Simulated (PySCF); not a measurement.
# Orbital energies and ionisation energy

PPPAs tetrahedron, AsP3.
Geometry (PBE0-D3(BJ)/def2-SVP, Å), atoms numbered from 1 in this order:
```xyz
4
AsP3 angstrom
P     -0.433   -0.224    1.274
P      0.098   -1.205   -0.632
P      1.247    0.549    0.066
As    -0.913    0.879   -0.708
```

Level: wB97X-D/def2-SVPD (PySCF). Frontier orbitals with their largest atomic shares (Löwdin; up to four atoms above 4 %):

| orbital | ε (eV) | main atoms |
| --- | --- | --- |
| HOMO−3 | -9.93 | P3 31 %, P2 29 %, P1 27 %, As4 13 % |
| HOMO−2 | -9.93 | P1 32 %, P2 29 %, P3 27 %, As4 13 % |
| HOMO−1 | -9.15 | ? |
| HOMO | -9.15 | ? |
| LUMO | 0.65 | As4 50 %, P1 30 %, P2 18 % |
| LUMO+1 | 0.65 | As4 50 %, P3 31 %, P2 15 % |
| LUMO+2 | 0.79 | As4 50 %, P3 17 %, P2 17 %, P1 16 % |

Problem. What vertical ionisation energy does ΔSCF give, and how far is −ε(HOMO) from it?

Solution. ΔSCF: 9.41 eV (908 kJ/mol; threshold wavelength 132 nm); ⟨S²⟩ of the doublet left behind is 0.756, against 0.75 for a pure doublet. −ε(HOMO) is 9.15 eV, 0.26 eV below it. For the exact functional −ε(HOMO) would equal the first vertical ionisation energy; wB97X-D (range-separated hybrid) comes within 0.26 eV of that here. Holes in the HOMO−1 and HOMO−2 were tried too where these lie within 1.2 eV of the HOMO; the lowest converged state counts.

Problem. On which atoms does the HOMO lie?

Solution. HOMO: As4 32 %, P1 27 %, P2 23 %, P3 19 %; HOMO−1: As4 32 %, P3 27 %, P2 23 %, P1 19 %. These 2 orbitals lie within 0.02 eV of one another. The HOMO−2 lies 0.78 eV lower.

Problem. How many of the 10 lowest singlet excitations (vertical TDDFT, same level) lie below the ionisation energy?

Solution. All 10; they run from 4.90 to 5.73 eV.

Problem. What total energies stand behind the ΔSCF value?

Solution. E(N) = -3259.43826 Eh and E(N − 1) = -3259.09229 Eh at the same geometry, 0.34597 Eh apart.

Problem. Shift the occupied levels rigidly so that −ε(HOMO) equals the ΔSCF value. What binding energies result?

Solution. The shift is +0.26 eV: HOMO 9.41, HOMO−1 9.41, HOMO−2 10.19, HOMO−3 10.19 eV. A rigid shift is only a rough guide to the deeper ionisations.

Geometry: PBE0-D3(BJ)/def2-SVP; no solvent, vibrations or thermal averaging. The calculation is non-relativistic, for arsenic too.

wB97X-D is run here without its empirical dispersion term; that term would change no orbital, density or response property at a fixed geometry.
